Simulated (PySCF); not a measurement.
C₂H₈FNSi₂, SMILES [C@@H]1(C[SiH2][Si@@H]1N)F.

Coordinates come from a r2SCAN-D4/def2-SVP optimisation. The structure was generated by enumeration; whether it is a known compound was not checked. Other conformers were not sampled.

All values below come from TDDFT-ωB97X/def2-SVPD (PySCF 2.14.0).

Vertical excitations. Isolated molecule, no solvent.

Computed UV-visible absorptions:
| state | energy (eV) | λ (nm) | f | main pairs |
|---|---|---|---|---|
| S1 | 5.87 | 211 | 0.019 | HOMO→LUMO 83 % |
| S2 | 6.52 | 190 | 0.063 | HOMO→LUMO+1 61 %, HOMO→LUMO+2 13 % |
| S3 | 6.90 | 180 | 0.095 | HOMO−1→LUMO 48 %, HOMO→LUMO+1 12 %, HOMO→LUMO+3 11 % |
| S4 | 7.20 | 172 | 0.054 | HOMO−1→LUMO 28 %, HOMO→LUMO+2 19 %, HOMO−1→LUMO+1 10 %, HOMO→LUMO+3 7 % |
| S5 | 7.30 | 170 | 0.136 | HOMO→LUMO+3 45 %, HOMO→LUMO+2 28 % |
| S6 | 7.45 | 166 | 0.047 | HOMO→LUMO+4 66 %, HOMO→LUMO+2 15 % |
| S7 | 7.73 | 160 | 0.062 | HOMO−1→LUMO+1 58 %, HOMO−2→LUMO 14 % |
| S8 | 7.86 | 158 | 0.035 | HOMO−2→LUMO 27 %, HOMO−1→LUMO+2 11 %, HOMO→LUMO+5 9 %, HOMO−1→LUMO+1 9 % |
| S9 | 8.04 | 154 | 0.027 | HOMO−1→LUMO+3 21 %, HOMO−2→LUMO 16 %, HOMO−1→LUMO+2 10 %, HOMO−1→LUMO+4 8 % |
| S10 | 8.21 | 151 | 0.004 | HOMO−3→LUMO 38 %, HOMO→LUMO+6 11 %, HOMO−1→LUMO+4 10 %, HOMO→LUMO+5 9 % |
| T1 | 5.23 | 237 | 0 | HOMO→LUMO 65 %, HOMO→LUMO+1 11 % |
| T2 | 5.84 | 212 | 0 | HOMO→LUMO+1 59 %, HOMO→LUMO 12 %, HOMO−1→LUMO+1 9 % |
| T3 | 6.33 | 196 | 0 | HOMO−1→LUMO 49 %, HOMO→LUMO 9 %, HOMO→LUMO+4 8 % |
| T4 | 6.58 | 189 | 0 | HOMO→LUMO+4 26 %, HOMO→LUMO+2 25 %, HOMO−1→LUMO 13 %, HOMO→LUMO+3 6 % |
Triplets are in the Tamm–Dancoff approximation, which puts them higher than full response would, so one can lie above its singlet here.
